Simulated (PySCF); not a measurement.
**Working out the electron affinity of In**

In⁻ [Kr] 4d10 5s2 5p2 (3P) → In [Kr] 4d10 5s2 5p1 (2P). All numbers are calculated (PySCF 2.14, scalar relativity through the core potential, in aug-cc-pVDZ-PP with ECP28MDF). Frozen: 4s2 4p6 4d10. Energies in hartree (1 hartree = 27.21139 eV):

```tsv
part	In⁻ (lower)	In (upper)
UHF	-189.208612	-189.205582
CCSD correlation	-0.048401	-0.038666
(T)	-0.001270	-0.000481
```

**Question.** What does Hartree-Fock give?

**Answer.** (-189.205582) − (-189.208612) = 0.003030 hartree = 0.082 eV.

**Question.** What do CCSD and CCSD(T) give?

**Answer.** The CCSD correlation energies differ by 0.009735 hartree = 0.265 eV and the triples by 0.000789 hartree = 0.021 eV, so CCSD gives 0.347 eV and CCSD(T) 0.368 eV.

Reference: 0.384 eV (measured; photodetachment measurements, as compiled on the Wikipedia data page of electron affinities), between the lowest levels; spin-orbit coupling is absent from the calculation.

A double-zeta basis recovers only part of the correlation energy.

What remains against the reference includes basis incompleteness, the frozen core and higher excitations.
